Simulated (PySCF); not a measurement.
Compound: C2H11B2O2PSi.
Geometry (PBE0-D3(BJ)/def2-SVP, Å), atoms numbered from 1 in this order:
```
atom  x, y, z in Å
B1     2.804   -0.369    0.398
P2     2.325    1.347   -0.070
Si3    0.444    1.255   -1.306
B4    -0.774   -0.110   -0.400
O5    -1.289    0.005    0.848
C6    -1.081    1.098    1.702
O7    -1.055   -1.210   -1.131
C8    -1.875   -2.244   -0.634
H9     1.929   -1.121    0.756
H10    3.965   -0.685    0.486
H11    3.353    1.907   -0.871
H12    0.760    0.873   -2.715
H13   -0.128    2.641   -1.329
H14   -0.224    1.718    1.390
H15   -0.880    0.725    2.717
H16   -1.983    1.729    1.736
H17   -2.939   -1.993   -0.771
H18   -1.698   -2.424    0.437
H19   -1.655   -3.159   -1.202
```

Linear response at CAM-B3LYP/def2-SVPD (PySCF, frozen core in the response, non-relativistic). The structure is a single PBE0-D3(BJ)/def2-SVP conformer in the gas phase; no vibrational or solvent corrections.

Static isotropic polarisability: 119.15 au (17.66 Å³), principal values 107.2, 120.7, 129.5 au.

Q: What is the polarisability at 1064 nm and at the sodium D line?

A: 120.55 au at 1064 nm (+1.2 %), 123.94 au at 589.3 nm (+4.0 %). The rise at 589.3 nm is 3.44 times that at 1064 nm; a pure ω² law gives 3.26. The lowest singlet lies at 256 nm, shorter than both wavelengths.

Q: What is the isotropic C6 coefficient between two such molecules, C6 = (3/π)∫α(iω)² dω?

A: 5052 au (Eh·bohr⁶) by a ten-point quadrature over imaginary frequencies, which is 3020 eV·Å⁶ or 291 J·nm⁶/mol.

Q: Which effective excitation energy ω̄ makes London's formula C6 = (3/4)α²ω̄ exact here?

A: ω̄ = 4·C6/(3α²) = 0.474 Eh = 12.9 eV. A one-pole form α(ω) = α/(1 − ω²/ω̄²) fitted to the 1064 nm value gives 10.8 eV. London's choice of the ionisation energy (8.97 eV, ΔSCF at the same level) gives C6 = 3510 au, 31 % too low.

Q: How many electrons N does the Slater–Kirkwood formula C6 = (3/4)·√N·α^(3/2) need to give this C6?

A: N = (4·C6/3)²/α³ = 26.8; the species has 78 electrons in all.

Q: How anisotropic is the static polarisability, by Δα² = ½[(α1 − α2)² + (α2 − α3)² + (α3 − α1)²]?

A: Δα = 19.4 au, or 0.16 of the isotropic value.

Q: What n − 1 at the D line would an ideal gas of it have at 273.15 K and 1 atm (2.6868 × 10¹⁹ cm⁻³), by n − 1 = 2π·N·α′?

A: 31.01 × 10⁻⁴, a formal value whether or not that pressure can be reached.

Q: What three-body coefficient follows from the one-pole estimate C9 = (3/4)·α·C6?

A: 451000 au. This is an estimate from the two numbers above, not a computed integral.

Q: The lowest 10 singlets have (eV, f): 4.83, 0.100; 5.76, 0.048; 5.84, 0.017; 6.21, 0.009; 6.33, 0.004; 6.50, 0.049; 6.64, 0.043; 6.97, 0.018; 7.24, 0.066; 7.27, 0.030. What share of the static polarisability do they carry in the sum over states α = Σ f/ω²?

A: 8.06 au, 6.8 % of α; the largest term, 3.16 au, is that of the state at 4.83 eV. Their oscillator strengths add up to 0.38. Higher states carry the rest.
